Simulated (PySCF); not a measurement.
**H2TaN: from structure and modes to constants**

Method: PBE0/[Ta def2-TZVP with ECP60, N def2-TZVP, H def2-TZVP], scalar-relativistic core potentials, density fitting, no spin–orbit coupling, PySCF.

The singlet minimum has Cs symmetry. Masses (u): Ta 180.94800, N 14.00307, H 1.00782.

```xyz
4
charge 0 multiplicity 1, angstrom
Ta    0.0000    0.0587   -0.1017
N     0.0000   -0.6385    1.4259
H     1.4025   -0.7931   -0.7769
H    -1.4025   -0.7931   -0.7769
```

Harmonic wavenumbers (cm⁻¹): 548.1 (a', ×1), 612.7 (a'', ×1), 670.0 (a', ×1), 1112.1 (a', ×1), 1848.4 (a'', ×1), 1867.1 (a', ×1).

Q: Find the principal moments of inertia and the rotational constants. What kind of rotor is it?

A: About the centre of mass I = 6.1677, 39.159, 40.921 u Å². With B = 16.8576/I this gives 2.733, 0.4305, 0.412 cm⁻¹. The molecule is an asymmetric top with κ = -0.98.

Q: What is the harmonic zero-point energy?

A: Half the sum of all 6 wavenumbers, 6658/2 = 3329 cm⁻¹, which is 39.8 kJ/mol (1 cm⁻¹ = 0.0119627 kJ/mol).

Q: Find the vibrational entropy and heat capacity at 298.15 K.

A: With u = 1.43878 ω/T, each mode gives S = R[u/(eᵘ−1) − ln(1−e⁻ᵘ)] and C = R u² eᵘ/(eᵘ−1)².
| ω (cm⁻¹) | u | S (J/(mol K)) | C (J/(mol K)) |
| --- | --- | --- | --- |
| 548.1 | 2.645 | 2.29 | 4.79 |
| 612.7 | 2.957 | 1.79 | 4.20 |
| 670.0 | 3.233 | 1.44 | 3.71 |
| 1112.1 | 5.367 | 0.25 | 1.13 |
| 1848.4 | 8.920 | 0.01 | 0.09 |
| 1867.1 | 9.010 | 0.01 | 0.08 |
The sums over all modes are S = 5.8 and C = 14.0 J/(mol K); the softest mode gives 40 % of the entropy.

Q: Give the standard entropy (298.15 K, 1 bar) by its translational, rotational, vibrational and spin parts, and Cp.

A: Sackur–Tetrode with M = 196.97 u gives 174.7; rotation with symmetry number 1 gives 86.8; vibration 5.8; spin R ln 1 = 0.0. The total is 267.3 J/(mol K), and Cp = 4 R + 14.0 = 47.3 J/(mol K).

This need not be the most stable arrangement of these atoms. Spin–orbit coupling, left out here, can matter for elements this heavy.
